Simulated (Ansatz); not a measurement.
Ansatz results at the PBE0-D4/def2-TZVP geometry: size of the dipole moment (PBE/def2-TZVPP) 1.07 D; HOMO–LUMO gap (ωB97M-V/def2-TZVPP) 10.19 eV; LUMO energy (PBE/def2-TZVPP) -1.29 eV.

Question: Which molecule gave them?
A. `[SiH3][CH2][SbH2]`
B. `[CH2]1[SiH2][SiH2][Se][CH2][Zn]1`
C. `N=[CH][GeH2][CH2]Cl`
D. `C=C=CN=C`

Answer: A. The others give `[CH2]1[SiH2][SiH2][Se][CH2][Zn]1`: 2.02, 8.72, -1.74; `C=C=CN=C`: 1.22, 10.27, -2.09; `N=[CH][GeH2][CH2]Cl`: 2.36, 10.67, -2.06.
